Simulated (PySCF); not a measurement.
**Two-dimensional NMR puzzle**

Compound of formula C$_{4}$H$_{5}$F$_{5}$. Correlations simulated from computed shifts and the bond graph:

HSQC (one-bond C–H):
```csv
δH,δC
2.77,48.3
1.88,25.5
```

HMBC (two and three bonds, from the bond graph):
```csv
δH,δC
2.77,"133.2, 126.2, 25.5"
1.88,"126.2, 48.3"
```

Carbons without hydrogens: δ 133.2, 126.2.

Method: GFN2-xTB geometry, PBE0/pcSseg-1 with gauge-including orbitals, in PySCF (averaged over atoms made equivalent by symmetry, fast rotation or ring inversion, non-relativistic, gas phase, a single conformation).

Shifts are taken against calculated references (same method and geometry level): 1H (31.72 ppm) and 13C (186.93 ppm) against TMS.

Exchangeable hydrogens are left out of these lists.

Which molecule is this?

Answers

1,1,1,3,3-pentafluorobutane.

Atoms are numbered as in `[CH3:1][C:2]([F:3])([F:4])[CH2:5][C:6]([F:7])([F:8])[F:9]`. Each H is labelled by its parent atom.

- δC 133.2 is C6, a CF3 carbon.
- δC 126.2 is C2, a fully substituted sp3 carbon bonded to 2 F.
- δC 48.3 is C5, an sp3 CH2 (δH 2.77).
- δC 25.5 is C1, a methyl carbon (δH 1.88).
- HMBC from δH 2.77 reaches the proton-free carbons C6, C2.
- HMBC from δH 1.88 reaches the proton-free carbon C2.

The data come from this structure; uniqueness wasn't tested.

Shifts are as computed. Against solution values, carbons near 30 ppm lie about +3 ppm off and those near 130 ppm about +5 ppm. Of 1211 compounds with measured shifts, 218 miss one by over three times the rms of a fit or turn the order of signals round; such compounds aren't used in these exercises.
